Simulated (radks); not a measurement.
Results of a calculation; reference values are marked as such.
Coulomb parameter of the 4d shell of the cadmium ion Cd3+ in the model configuration [Kr] 4d7 5p2, as a second difference U = [E(n + 0.5) + E(n - 0.5) - 2 E(n)] / (0.5)^2 with all orbitals relaxed. "Bare": the charge of the atom changes with n. "Screened": the 5p shell takes up the change at fixed total charge, which measures U(4d,4d) + U(5p,5p) - 2 U(4d,5p). Code: a radial shooting solver on a logarithmic mesh with Libxc functionals. Model: scalar-relativistic Kohn-Sham, SCAN, spin-unpolarised, spherical densities, finite nucleus; meta-GGA in the generalised Kohn-Sham scheme; Fermi nuclear charge, rms radius 4.6087 fm.

case              configuration  E - E(n) (eV)
start              [Kr] 4d7 5p2          0.000
bare +0.5        [Kr] 4d7.5 5p2        -27.054
bare -0.5        [Kr] 4d6.5 5p2         31.137
screened +0.5  [Kr] 4d7.5 5p1.5        -14.386
screened -0.5  [Kr] 4d6.5 5p2.5         15.272

U(bare) = 16.334 eV, U(screened by 5p) = 3.543 eV, against the Slater integral F0(4d,4d) = 21.746 eV with frozen orbitals.
